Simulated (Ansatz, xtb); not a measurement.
**GeH6SSi: 3 structures ranked**

3 gas-phase structures of GeH6SSi, found in a search over its isomers (lower ones may exist). Each was relaxed with GFN2-xTB:

A. `[SiH3][GeH2][SH]`, a singlet
B. `[SiH3][S][GeH3]`, a singlet
C. `S[SiH2][GeH3]`, a singlet

Problem. Estimate their order in r2SCAN-D4/def2-SVP energy at these geometries, lowest first.

Solution. Calculated order at r2SCAN-D4/def2-SVP: B (0.000), C (0.353), A (0.388) eV. Less than 1 kcal/mol parts C and A, so the order within that pair means little.

Energies above the lowest of each column, in eV; the last columns are at PBE0-D3(BJ)/pcseg-1 geometries:

```tsv
structure	GFN2-xTB	HF/STO-3G	r2SCAN-D4/def2-SVP	PBE0-D3(BJ)/pcseg-1	CCSD(T)/def2-TZVP
B	0.000	0.000	0.000	0.000	0.000
C	0.737	0.306	0.353	0.251	0.383
A	0.507	0.349	0.388	0.320	0.447
```

Every level run on B puts it lowest or level with the lowest. Flexible structures stand in one conformer each, not always the lowest.

Programs: Ansatz 0.2.0, xtb 6.7.1.
